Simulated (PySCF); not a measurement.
Species: C5H9NSi.
SMILES: `C#C[C@@H]1CC[Si@@H]1N`

Computed with PySCF at wB97X-D/def2-SVPD, non-relativistic, on one gas-phase PBE0-D3(BJ)/def2-SVP geometry that isn't relaxed in the solvent. The solvent is an IEF-PCM continuum (Bondi radii, 1.10 Å for H, scaled by 1.2), and excitations are vertical TDDFT with non-equilibrium linear response and a frozen core. The model holds no explicit solvent molecules, cavitation or dispersion.

Gas-phase singlets (H = HOMO, L = LUMO):

```json
{"state": "S1", "E (eV)": "6.021", "λ (nm)": "206", "f": "0.002", "leading configurations": "H→L+1 34%, H→L+5 13%, H→L+2 10%"}
{"state": "S2", "E (eV)": "6.453", "λ (nm)": "192", "f": "0.032", "leading configurations": "H→L+2 34%, H→L+4 11%, H-1→L+1 9%"}
{"state": "S3", "E (eV)": "6.641", "λ (nm)": "187", "f": "0.013", "leading configurations": "H→L 64%"}
{"state": "S4", "E (eV)": "6.730", "λ (nm)": "184", "f": "0.003", "leading configurations": "H-1→L+2 43%, H-1→L+4 13%, H-2→L+2 10%"}
{"state": "S5", "E (eV)": "7.118", "λ (nm)": "174", "f": "0.031", "leading configurations": "H→L+4 21%, H-2→L 19%, H→L+2 16%"}
```

Question: What are the lowest 5 singlets in chloroform (ε = 4.711)?

Answer: 
| state | E (eV) | λ (nm) | f | leading configurations | change by rank (eV) |
| --- | --- | --- | --- | --- | --- |
| S1 | 6.044 | 205 | 0.003 | H→L+2 48%, H→L+5 10%, H→L 10% | +0.023 |
| S2 | 6.457 | 192 | 0.058 | H→L+1 44%, H→L+4 12%, H-1→L+2 9% | +0.004 |
| S3 | 6.704 | 185 | 0.017 | H→L 65%, H→L+2 8% | +0.063 |
| S4 | 6.775 | 183 | 0.003 | H-1→L+1 34%, H-2→L+1 20%, H-1→L+4 12% | +0.045 |
| S5 | 7.136 | 174 | 0.050 | H→L+1 22%, H→L+4 22%, H-1→L 17% | +0.018 |

Question: The ground-state energy changes by -0.159 eV from gas to chloroform. By how much does the total energy of gas-phase S3 change?

Answer: E(S3) = E(S0) + excitation energy, so it changes by -0.159 + 0.063 = -0.096 eV: it is lowered less than the ground state, which is what a blue shift means. This is the vertical state, with the slow part of the continuum still set for S0.

Question: How do the frontier levels move from gas to chloroform?

Answer: 
```csv
orbital,gas (eV),solvent (eV),change (eV)
LUMO+2,2.48,2.52,+0.04
LUMO+1,2.45,2.46,+0.01
LUMO,2.10,2.20,+0.10
HOMO,-8.60,-8.64,-0.04
HOMO-1,-9.37,-9.42,-0.05
HOMO-2,-9.69,-9.72,-0.03
HOMO-3,-10.29,-10.26,+0.03
```

The HOMO–LUMO gap goes from 10.71 to 10.84 eV. Rows go by rank; for HOMO-2, HOMO-1, LUMO, LUMO+1 and LUMO+2 the atom shares or the degeneracy differ between the runs, so the row needn't follow one orbital.

The values belong to the conformer `[CH:1]#[C:2][C@@H:3]1[CH2:4][CH2:5][Si@@H:6]1[NH2:7]`: H–N7–Si6–C5 -56°, H–N7–Si6–C5 157°.

Note: wB97X-D ran without an empirical dispersion term, which enters the total energy and its gradient alone.
